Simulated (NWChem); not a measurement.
System: C$_{2}$H$_{7}$BO$_{2}$; SMILES B(O)(CC)O

The following NWChem deck was run.

```
start job
memory heap 200 mb stack 900 mb global 1100 mb
geometry units angstroms noautoz
  B      0.003800     0.595595    -0.009523
  C     -0.766359    -0.784763    -0.054400
  C      0.108408    -2.028324     0.046587
  H     -1.352445    -0.805980    -0.993586
  H     -1.530478    -0.784671     0.745980
  H      0.665670    -2.047629     0.995667
  H      0.857291    -2.052925    -0.759341
  H     -0.481199    -2.956461    -0.013572
  O      1.362800     0.612105    -0.019661
  H      1.701336     1.514527     0.002305
  O     -0.638022     1.805527     0.030203
  H     -1.595331     1.723175     0.037543
end
basis spherical
  * library def2-svpd
end
dft
  xc pbe0
  iterations 150
  mulliken
end
task dft energy
```

Output (shortened):

```
             Northwest Computational Chemistry Package (NWChem) 7.3.0
             --------------------------------------------------------

 C1  symmetry detected

                             Geometry "geometry" -> ""
                             -------------------------

 Output coordinates in angstroms (scale by  1.889725989 to convert to a.u.)

  No.       Tag          Charge          X              Y              Z
 ---- ---------------- ---------- -------------- -------------- --------------
    1 B                    5.0000     0.00193452     0.59483914    -0.00895681
    2 C                    6.0000    -0.77167411    -0.78353038    -0.05558514
    3 C                    6.0000     0.09995093    -2.02939698     0.04414367
    4 H                    1.0000    -1.35761734    -0.80219317    -0.99491444
    5 H                    1.0000    -1.53595589    -0.78244620     0.74463870
    6 H                    1.0000     0.65696660    -2.05119518     0.99331428
    7 H                    1.0000     0.84893645    -2.05494546    -0.76165958
    8 H                    1.0000    -0.49196914    -2.95598237    -0.01720751
    9 O                    8.0000     1.36097372     0.60795267    -0.01879878
   10 H                    1.0000     1.70176699     1.50949688     0.00427856
   11 O                    8.0000    -0.63685966     1.80633023     0.03203592
   12 H                    1.0000    -1.59437365     1.72637081     0.03908570

 Effective nuclear repulsion energy (a.u.)     170.5305259149

                                 NWChem DFT Module
                                 -----------------

 Summary of "ao basis" -> "ao basis" (spherical)
 ------------------------------------------------------------------------------
       Tag                 Description            Shells   Functions and Types
 ---------------- ------------------------------  ------  ---------------------
 B                         def2-svpd                 8       20   4s2p2d
 C                         def2-svpd                 8       20   4s2p2d
 H                         def2-svpd                 4        8   2s2p
 O                         def2-svpd                 9       23   4s3p2d

            General Information
            -------------------
          SCF calculation type: DFT
          Wavefunction type:  closed shell.
          No. of atoms     :    12
          No. of electrons :    40
           Alpha electrons :    20
            Beta electrons :    20
          Charge           :     0
          Spin multiplicity:     1
          Use of symmetry is: off; symmetry adaption is: off
          Maximum number of iterations: 150
          AO basis - number of functions:   162
                     number of shells:    70
          Convergence on energy requested:  1.00D-06
          Convergence on density requested:  1.00D-05
          Convergence on gradient requested:  5.00D-04

              XC Information
              --------------
                         PBE0 Method XC Functional
                     Hartree-Fock (Exact) Exchange  0.250
          PerdewBurkeErnzerhof Exchange Functional  0.750
            Perdew 1991 LDA Correlation Functional  1.000 local
           PerdewBurkeErnz. Correlation Functional  1.000 non-local

             Grid Information
             ----------------
          Grid used for XC integration:  medium
          Radial quadrature: Mura-Knowles
          Angular quadrature: Lebedev.
          Tag              B.-S. Rad. Rad. Pts. Rad. Cut. Ang. Pts.
          ---              ---------- --------- --------- ---------
          B                   0.85       49          11.0       434
          C                   0.70       49          12.0       434
          H                   0.35       45          13.0       434
          O                   0.60       49          12.0       434
          Grid pruning is: on
          Number of quadrature shells:   560
          Spatial weights used:  Erf1

      Superposition of Atomic Density Guess
      -------------------------------------

 Sum of atomic energies:        -252.63777810

      Non-variational initial energy
      ------------------------------

 Total energy =    -255.390056
 1-e energy   =    -680.054619
 2-e energy   =     254.134036
 HOMO         =      -0.383170
 LUMO         =       0.022697

     ---------------------------------------------
      Total Density - Mulliken Population Analysis
     ---------------------------------------------

    Atom       Charge   Shell Charges
 -----------   ------   -------------------------------------------------------
    1 B    5     4.11   1.99  0.87 -0.15 -0.01  1.21 -0.20  0.18  0.22
    2 C    6     6.64   1.99  0.99 -0.16  0.10  2.08  1.27  0.03  0.35
    3 C    6     5.97   1.99  0.99 -0.32 -0.02  2.05  1.07  0.03  0.20
    4 H    1     0.87   0.67  0.11  0.02  0.06
    5 H    1     0.85   0.67  0.11  0.02  0.05
    6 H    1     0.84   0.69  0.09  0.02  0.04
    7 H    1     0.84   0.69  0.09  0.02  0.04
    8 H    1     0.94   0.69  0.18  0.02  0.04
    9 O    8     8.74   1.99  1.11  0.60  0.12  3.09  1.74  0.08  0.01  0.00
   10 H    1     0.68   0.56  0.07  0.06 -0.01
   11 O    8     8.83   1.99  1.11  0.61  0.17  3.09  1.76  0.11  0.01  0.00
   12 H    1     0.68   0.56  0.07  0.06 -0.00

   convergence    iter        energy       DeltaE   RMS-Dens  Diis-err
 ---------------- ----- ----------------- --------- --------- ---------
 d= 0,ls=0.0,diis     1   -255.2920633935 -4.26D+02  1.01D-02  8.11D-01
 d= 0,ls=0.0,diis     2   -255.2804915326  1.16D-02  4.28D-03  1.11D+00
 d= 0,ls=0.0,diis     3   -255.3816182223 -1.01D-01  7.32D-04  2.64D-02
 d= 0,ls=0.0,diis     4   -255.3839085334 -2.29D-03  2.28D-04  1.65D-03
 d= 0,ls=0.0,diis     5   -255.3840769016 -1.68D-04  6.14D-05  1.72D-04
  Resetting Diis
 d= 0,ls=0.0,diis     6   -255.3840966180 -1.97D-05  1.43D-05  6.58D-06
 d= 0,ls=0.0,diis     7   -255.3840970662 -4.48D-07  1.27D-05  2.16D-06
 d= 0,ls=0.0,diis     8   -255.3840967609  3.05D-07  7.60D-06  5.37D-06

         Total DFT energy =     -255.384096760891
      One electron energy =     -685.524859179481
           Coulomb energy =      294.050927819192
    Exchange-Corr. energy =      -34.440691315522
 Nuclear repulsion energy =      170.530525914920

 Numeric. integr. density =       39.999999292321

                       DFT Final Molecular Orbital Analysis
                       ------------------------------------

 Vector   18  Occ=2.000000D+00  E=-3.498032D-01
              MO Center=  9.4D-02, -7.5D-01, -7.1D-03, r^2= 3.5D+00
   Bfn.  Coefficient  Atom+Function         Bfn.  Coefficient  Atom+Function
  ----- ------------  ---------------      ----- ------------  ---------------
   107      0.326727   9 O  pz               47      0.254890   3 C  pz
    27     -0.250865   2 C  pz              110      0.226137   9 O  pz
    69     -0.220054   5 H  s                85     -0.217974   7 H  s
    61      0.209414   4 H  s                77      0.203794   6 H  s
   138     -0.113441  11 O  pz               30     -0.086248   2 C  pz

 Vector   19  Occ=2.000000D+00  E=-3.403116D-01
              MO Center=  6.3D-02,  6.2D-01,  1.1D-02, r^2= 3.6D+00
   Bfn.  Coefficient  Atom+Function         Bfn.  Coefficient  Atom+Function
  ----- ------------  ---------------      ----- ------------  ---------------
   138      0.431070  11 O  pz              107     -0.358176   9 O  pz
   141      0.304144  11 O  pz              110     -0.250661   9 O  pz
    47      0.167082   3 C  pz               27     -0.143436   2 C  pz
    85     -0.137299   7 H  s                77      0.133204   6 H  s
    69     -0.123811   5 H  s                61      0.113832   4 H  s

 Vector   20  Occ=2.000000D+00  E=-3.201832D-01
              MO Center= -4.1D-01, -5.9D-01, -1.9D-02, r^2= 3.2D+00
   Bfn.  Coefficient  Atom+Function         Bfn.  Coefficient  Atom+Function
  ----- ------------  ---------------      ----- ------------  ---------------
     6      0.302569   1 B  py               26      0.296111   2 C  py
   137      0.240636  11 O  py               93      0.237867   8 H  s
    25      0.219303   2 C  px               46     -0.191412   3 C  py
   140      0.137401  11 O  py                2      0.132847   1 B  s
     3     -0.133111   1 B  s                61     -0.126338   4 H  s

 Vector   21  Occ=0.000000D+00  E= 1.035877D-03
              MO Center= -5.2D-01,  1.2D+00,  6.9D-03, r^2= 1.0D+01
   Bfn.  Coefficient  Atom+Function         Bfn.  Coefficient  Atom+Function
  ----- ------------  ---------------      ----- ------------  ---------------
     4      4.429633   1 B  s               135     -3.157779  11 O  s
   104     -2.587865   9 O  s                 3      2.146562   1 B  s
     9      0.655572   1 B  py               24     -0.545726   2 C  s
    18     -0.528868   1 B  d  0            143      0.503438  11 O  py
    94     -0.492409   8 H  s               111      0.397771   9 O  px

 Vector   22  Occ=0.000000D+00  E= 3.668160D-02
              MO Center= -1.4D-01,  6.4D-01,  5.3D-02, r^2= 1.2D+01
   Bfn.  Coefficient  Atom+Function         Bfn.  Coefficient  Atom+Function
  ----- ------------  ---------------      ----- ------------  ---------------
   104      3.673927   9 O  s                44     -2.639341   3 C  s
     3     -2.440088   1 B  s               142     -1.625670  11 O  px
   135      1.541397  11 O  s               111     -1.468848   9 O  px
    24      1.176676   2 C  s                94      1.166160   8 H  s
   156     -0.966960  12 H  s                16      0.953043   1 B  d -2

[...]
```

Level: PBE0/def2-SVPD. Structure relaxed at the PBE0/def2-SVP level.
